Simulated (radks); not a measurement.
All-electron atom: Zr18+ in [Ar] 3d4.

Calculated with a radial shooting solver on a logarithmic mesh with Libxc functionals: scalar-relativistic Kohn-Sham, r2SCAN, spin-polarised, spherical densities, finite nucleus; open shells are filled with parallel spins first (spin-orbit coupling, left out, can overturn this in heavy ions); meta-GGA in the generalised Kohn-Sham scheme; Fermi nuclear charge, rms radius 4.2694 fm.

Energy parts (hartree):
total: -3430.24009
kinetic: 3532.48514
electron-nucleus: -7762.66763
Hartree: 894.61994
exchange-correlation: -94.67754

Orbitals (lengths in bohr, moments of r in powers of bohr):
1s up: occ. 1; eigenvalue (hartree) -679.2028; <r^4> 8.896e-06
1s down: occ. 1; eigenvalue (hartree) -679.2030; <r^4> 8.894e-06
2s up: occ. 1; eigenvalue (hartree) -113.9944; <r^4> 0.001639
2s down: occ. 1; eigenvalue (hartree) -113.5823; <r^4> 0.001623
2p up: occ. 3; eigenvalue (hartree) -104.0663; <r^4> 0.001176
2p down: occ. 3; eigenvalue (hartree) -103.7612; <r^4> 0.001161
3s up: occ. 1; eigenvalue (hartree) -34.77234; <r^4> 0.06429
3s down: occ. 1; eigenvalue (hartree) -34.28454; <r^4> 0.06585
3p up: occ. 3; eigenvalue (hartree) -31.49499; <r^4> 0.06547
3p down: occ. 3; eigenvalue (hartree) -30.98208; <r^4> 0.06739
3d up: occ. 4; eigenvalue (hartree) -26.50705; <r^4> 0.05438
3d down: occ. 0; eigenvalue (hartree) -25.88631; <r^4> 0.05693

The highest occupied level is 3d up at -721.29 eV. The electron density at the nucleus is 7.611e+04 e/bohr^3 (large components only). Spin moment in Bohr magnetons: 4.
